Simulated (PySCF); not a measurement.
These are PBE0-D3(BJ)/def2-TZVP (PySCF 2.14.0) values and carry that method's errors. Isolated molecules, 0 K electronic values unless said otherwise. One relaxed conformer stands for a flexible species; it need not be the lowest. 

Reference species (SMILES): `CC(N)N` (neutral, multiplicity 1).

The HOMO–LUMO gap is 7.50 eV.

Changed species: `NCCN`.

Task: What does the change do to the HOMO–LUMO gap?

Result: the HOMO–LUMO gap increases by 0.09 eV, to 7.59 eV.
